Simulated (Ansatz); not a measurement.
`C[S][Ge][NH2]`, relaxed with RKS PBE0-D4/def2-TZVP in the Gaussian-basis code of Ansatz from a GFN2-xTB geometry. The force threshold is 0.005 eV/Å; the program also tests the step.

Total charge 0; spin multiplicity 1.

Start:

```xyz
9

C     0.753    1.198   -0.127
S     0.276    0.468   -1.729
Ge   -0.895   -1.432   -1.314
N    -0.880   -1.407    0.500
H     1.310    2.099   -0.356
H     1.385    0.504    0.420
H    -0.136    1.450    0.442
H    -1.332   -2.143    1.022
H    -0.482   -0.737    1.143
```

```tsv
step	energy (eV)	largest force (eV/Å)	largest move (Å)
1	-69950.8556	0.553	0.000
2	-69950.8667	0.257	0.074
3	-69950.8688	0.293	0.088
4	-69950.8704	0.227	0.040
5	-69950.8728	0.080	0.033
6	-69950.8732	0.008	0.009
7	-69950.8732	0.002	0.001
```

End:

```xyz
9

C     0.737    1.177   -0.135
S     0.275    0.455   -1.728
Ge   -0.895   -1.417   -1.315
N    -0.872   -1.396    0.506
H     1.304    2.084   -0.342
H     1.369    0.496    0.437
H    -0.146    1.446    0.446
H    -1.330   -2.130    1.022
H    -0.442   -0.714    1.109
```

It took 15 s on 2 threads of an AMD EPYC 7R13 on a shared host and a share of an NVIDIA H100 80 GB, with 0.86 GiB of host memory at the peak.
